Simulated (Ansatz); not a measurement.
`O=C([SeH])O[SiH3]` + H₂S → `O=C(S)[SeH]` + `O[SiH3]`  (substitution at a C–O bond)

Isolated molecules relaxed with PBE0-D4/def2-TZVP in Ansatz; ΔE leaves out vibrations. CCSD(T)/CBS adds triple-zeta CCSD(T) − MP2 to the extrapolated MP2 energy (def2 sets, frozen cores). This one scheme is used for every species. Functionals use def2-TZVPP. B3LYP here is the variant with VWN-RPA as its local correlation; programs differ in this. For Se outer-core shells are correlated without core-valence functions, which leaves a few kJ/mol of doubt a bond. Scalar relativity is left out up to krypton. Each species was taken in one conformer, which may not be the lowest.

```
  level  ΔE (kJ/mol)
ωB97X-V         35.9
  B3LYP         23.9
```

**Question.** What does CCSD(T)/CBS give? (Estimate.)

**Answer.** The calculation gave: +24.5 kJ/mol. The listed levels differ from it by 11.4, -0.6 kJ/mol.

Largest T1 diagnostic among the species: 0.015.

In def2-TZVPP, CCSD(T) changes the Hartree–Fock value by −15.2 kJ/mol (the triples alone add −3.5 kJ/mol) and MP2 by −21.6 kJ/mol. From PBE to PBE0 (25 % exact exchange), in def2-TZVPP and without D4, ΔE moves by +7.9 kJ/mol.
